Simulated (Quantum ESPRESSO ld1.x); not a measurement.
Task: These are the eigenvalues of the occupied orbitals of an atom or ion with whole-number occupations (hartree). Calculated with ld1.x of Quantum ESPRESSO 7.5: Dirac Kohn-Sham, PBE, spin-unpolarised, spherical densities, point nucleus.

1s1/2: -2796.08
2s1/2: -490.688
2p1/2: -470.076
2p3/2: -410.255
3s1/2: -116.548
3p1/2: -107.329
3p3/2: -94.2294
3d3/2: -78.8661
3d5/2: -76.0358
4s1/2: -26.6970
4p1/2: -22.8089
4p3/2: -19.7104
4d3/2: -13.3447
4d5/2: -12.7695
5s1/2: -5.88483
4f5/2: -4.67145
5p1/2: -4.64615
4f7/2: -4.55641
5p3/2: -4.12315
5d3/2: -2.40982

Which element is it, and in what charge state? The configuration may be excited. Open shells, if any, fill j = l - 1/2 first.

Result: Z = 77, iridium, charge +5: Ir5+ in [Xe] 4f14 5d4. The list shows which subshells hold electrons but not how many an open one holds; the 1s level, -2796.1 hartree, gives Z - s = 74.8 by -(Z - s)^2/2, which with screening and relativity narrows Z to a few neighbours, and the depths of the outer levels then fix element, charge and occupations together.
